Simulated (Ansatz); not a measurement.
Job for Ansatz (a quantum-chemistry and plane-wave program): R-CCSD(T)/def2-QZVPPD on CH3I (SMILES CI). Elements past Kr take the def2 small-core potentials; no spin–orbit coupling. Files ending in .json are basis or fitting sets from the Basis Set Exchange. The run froze 10 orbitals, filled d shells among them.

Ansatz 0.2 input:
```yaml
crystal:
  periodic: [false, false, false]
  atoms:
    - {symbol: C, position_ang: [1.13491521, -1.19410530, 2.94098175]}
    - {symbol: I, position_ang: [-0.93520010, -0.80571809, 3.41155398]}
    - {symbol: H, position_ang: [1.35734553, -2.19947690, 3.27914660]}
    - {symbol: H, position_ang: [1.23593003, -1.09702227, 1.86538912]}
    - {symbol: H, position_ang: [1.72651631, -0.45595828, 3.46989096]}
basis:
  gaussian:
    orbitals: def2-QZVPPD.json
magnetization: {spin_polarized: false}
correlation: {method: ccsd_t, electrons: outside_noble_gas}
scf: {lower_state_search: off}
```

Program output:

```
WARN ansatz: RAYON_NUM_THREADS=1 ignored (pool sized by the plan → 1); use --threads N
Functional definition: HF
these checks for a lower state are left out or cut short: stability, starts, cluster_reference, orbital_swaps, neighbouring_geometries, increment
integrals: 1.66 GiB planned
1484 factors; integrals over basis functions are off by at most 9.3e-4 eV
mean field: 0.83 GiB planned
mean field evaluation 1: about -9150.1953 eV, gradient 1.7e1 eV
mean field evaluation 2: about -9150.2145 eV, gradient 1.7e1 eV
mean field evaluation 4: about -9150.9852 eV, gradient 2.6e0 eV
mean field evaluation 8: about -9151.0030 eV, gradient 1.3e-4 eV
mean field -9151.00296693 eV, -336.2931562621 hartree, gradient 4.0e-6 eV, S^2 0.000000; 0 other end points of the search recorded, 0 dependent functions left out
10 core orbitals not correlated
reference -9151.00296693 eV, -336.2931562621 hartree; 7, 7 occupied and 236, 236 virtual orbitals, 1484 factors
second order -9.62857137 eV of doubles, -0.00000000 eV of singles
coupled cluster: 1.96 GiB planned
cycle   1  -10.03933051 eV  change   -4.1e-1 eV  update   6.6e-2
cycle   2  -10.28277541 eV  change   -2.4e-1 eV  update   1.9e-2
cycle   3  -10.32781931 eV  change   -4.5e-2 eV  update   8.2e-3
cycle   4  -10.32596568 eV  change    1.9e-3 eV  update   1.8e-3
cycle   5  -10.32614421 eV  change   -1.8e-4 eV  update   6.7e-4
cycle   6  -10.32613540 eV  change    8.8e-6 eV  update   1.8e-4
cycle   7  -10.32612618 eV  change    9.2e-6 eV  update   5.7e-5
cycle   8  -10.32614735 eV  change   -2.1e-5 eV  update   1.9e-5
cycle   9  -10.32614958 eV  change   -2.2e-6 eV  update   5.5e-6
perturbative correction -0.44140699 eV, -0.0162214077 hartree
Total energy: -9161.77052350 eV, -336.6888566676 hartree
Checks for a lower state left out: stability, starts, cluster_reference, orbital_swaps, neighbouring_geometries, increment
```

The run converged.

Cost: around 4 core-minutes (rough).
